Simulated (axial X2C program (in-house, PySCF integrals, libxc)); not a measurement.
**Levels of LiTl⁺ by electron attachment to LiTl²⁺ (EOM-EA-CCSD)**

Calculated with an in-house all-electron X2C program for linear molecules (integrals from PySCF): two-component X2C with atomic mean-field Coulomb and Gaunt terms, Gaussian nuclei, basis Tl dyall-acv3z, Li dyall-acv3z with contracted cores.

R = 3.223 Å (near the PBE0 minimum at charge 1 of the determinant lowest at the starting distance; the state shown can have its own minimum elsewhere).

Hartree–Fock spinors of LiTl²⁺ (one of each Kramers pair; a window near the gap, which can cut inner shells):

| ω | occupied | ε (eV) | character |
| --- | --- | --- | --- |
| 1/2 | yes | -23.33 | 82% Tl s, 8% Li p, 6% Li d |
| 1/2 | no | -10.43 | 66% Tl p, 19% Li s, 8% Li p |
| 1/2 | no | -9.30 | 76% Tl p, 10% Li p, 6% Li s |
| 3/2 | no | -8.82 | 75% Tl p, 17% Li p, 7% Li d |
| 1/2 | no | -7.64 | 45% Li s, 25% Li p, 15% Tl p |
| 1/2 | no | -6.62 | 69% Li p, 16% Tl d, 11% Tl p |
| 3/2 | no | -6.50 | 64% Li p, 16% Tl d, 16% Tl p |

Levels of LiTl⁺ obtained by attaching an electron to LiTl²⁺:

| Ω | binding energy (eV) | above lowest (cm⁻¹) | attached spinor | one-particle weight |
| --- | --- | --- | --- | --- |
| 1/2 | 10.924 | 0 | 57% Tl pσ, 18% Li sσ, 10% Tl pπ | 0.98 |
| 1/2 | 9.809 | 8998 | 73% Tl pπ, 8% Li pπ | 0.98 |
| 3/2 | 9.324 | 12911 | 78% Tl pπ, 14% Li pπ, 7% Li dπ | 0.98 |
| 1/2 | 7.870 | 24636 | 47% Li sσ, 19% Li pσ, 14% Tl pσ | 0.99 |
| 1/2 | 6.905 | 32416 | 69% Li pπ, 17% Tl dπ, 9% Tl pπ | 0.98 |
| 3/2 | 6.808 | 33202 | 66% Li pπ, 17% Tl dπ, 13% Tl pπ | 0.98 |
| 1/2 | 5.891 | 40600 | 47% Li pσ, 31% Tl sσ, 7% Tl pσ | 0.99 |

(1) What is the splitting of the first π pair in the table, and is it regular or inverted?

This point took 10 s on 1 thread of Arm Neoverse V2, with other jobs on the host.

Reference electrons by ω block (each with its −ω partner): 1/2: 23, 3/2: 12, 5/2: 5, 7/2: 1. 12 electrons of LiTl²⁺ correlated (inner shells frozen), 92 natural virtual spinors (a truncated set); levels can be off by some tenths of an eV. Roots sought by Ω: (1/2: 5, 3/2: 4, 5/2: 2, 7/2: 1); the list ends where they run out and leaves out roots under 60 % one-particle weight. The solver can skip a root, and states that need a further excitation, which the method places far too high, are missing though they may lie low or lowest. T1 of the reference 0.013 (Lee–Taylor). The reference was not checked to be the lowest state of its species. Number of frozen shells: Tl 5 s, 4 p, 2 d, 1 f; Li 1 s.

## Answers

(1) E(3/2) − E(1/2) = 12911 − 8998 = 3913 cm⁻¹ at EOM-EA-CCSD: regular, Ω = 1/2 lower. Splittings at this level can be off by ten to twenty per cent.
